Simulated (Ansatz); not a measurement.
Geometry optimisation, Ansatz, RKS PBE/def2-SVP.

Input:

```yaml
crystal:
  periodic: [false, false, false]
  atoms:
    - { symbol: Ge, position_ang: [-0.869733, -0.17477, -0.288937] }
    - { symbol: F, position_ang: [1.503856, -1.609111, 1.023018] }
    - { symbol: F, position_ang: [-0.431968, -1.4751, -1.336125] }
    - { symbol: F, position_ang: [-1.457077, -0.72943, 1.237083] }
    - { symbol: F, position_ang: [-2.240781, 0.567948, -1.062442] }
    - { symbol: H, position_ang: [1.797203, -0.770611, 0.788496] }
    - { symbol: "N", position_ang: [0.576795, 1.000885, -0.052755] }
    - { symbol: H, position_ang: [0.327899, 1.72325, 0.635579] }
    - { symbol: H, position_ang: [0.793606, 1.466838, -0.943919] }
basis:
  gaussian: { orbitals: def2-SVP }
hamiltonian:
  xc: pbe
relax:
  f_tol: 0.03
  max_steps: 50
```

Command:

```bash
$ ansatz run input.yaml --threads 2 --pin off --max-ram 3072MiB --backend cpu --events-out ev --progress --plain --runs-dir out
```

Where does it end, and by what steps?

The forces met the threshold. After 10 steps the energy has fallen by 0.195 eV; H6 moved furthest, 0.48 Å.

```
step  energy less start (eV)  largest force component (eV/Å)  accepted
   0                  0.0000                           1.291       yes
   1                 -0.1140                           0.372       yes
   2                 -0.1760                           0.397       yes
   3                 -0.1703                           0.414        no
   4                 -0.1902                           0.081       yes
   5                 -0.1929                           0.072       yes
   6                 -0.1939                           0.044       yes
   7                 -0.1939                           0.074       yes
   8                 -0.1939                           0.140       yes
   9                 -0.1947                           0.060       yes
  10                 -0.1949                           0.018       yes
```

```xyz
9
Properties=species:S:1:pos:R:3
Ge -0.790 -0.267 -0.233
F 1.354 -1.388 0.878
F -0.432 -1.522 -1.361
F -1.440 -0.818 1.267
F -2.111 0.590 -0.976
H 1.466 -0.450 0.660
N 0.639 0.890 0.010
H 0.380 1.660 0.643
H 0.934 1.303 -0.886
```

Time of the run: 28 s on 2 threads of Intel(R) Xeon(R) Platinum 8175M CPU @ 2.50GHz (Skylake/Cascade Lake) (shared host), peak memory 0.18 GiB.
